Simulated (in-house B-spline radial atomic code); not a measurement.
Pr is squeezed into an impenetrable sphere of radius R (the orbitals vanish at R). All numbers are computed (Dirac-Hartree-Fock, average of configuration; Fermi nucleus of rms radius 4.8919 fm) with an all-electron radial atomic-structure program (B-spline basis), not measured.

Energies in eV above the free atom in [Xe] 4f3 6s2:

```tsv
R (bohr)	highest level (eV)	[Xe] 4f3 6s2	[Kr] 4d9 4f4 5s2 5p6 6s2	[Kr] 4d10 4f3 5s2 5p5 6s2 6d1
9.1	-4.26	0.431	114.8	27.32
6.03	-1.33	5.082	119.4	39.62
4.92	3.31	13.64	127.8	57.43
4.38	8.22	23.46	137.5	75.53
3.61	23.4	57.25	170.9	130.5
3.23	38.5	95.28	208.6	186.6
2.69	80.5	216.5	329.1	351.2
2.22	161	494.5	607.4	700.6
1.77	342	1252	1369	1591
1.35	792	3631	3759	4227
```

Q: Does [Kr] 4d9 4f4 5s2 5p6 6s2 fall below [Xe] 4f3 6s2 under compression?

A: No, it stays above over the whole range.

Q: Does [Kr] 4d10 4f3 5s2 5p5 6s2 6d1 fall below [Xe] 4f3 6s2 under compression?

A: No, it stays above over the whole range.

The highest level is first positive in the row R = 4.92 bohr, pushed up by confinement above the zero of the free ion's potential. Each configuration is held fixed and needn't be the lowest in the sphere.
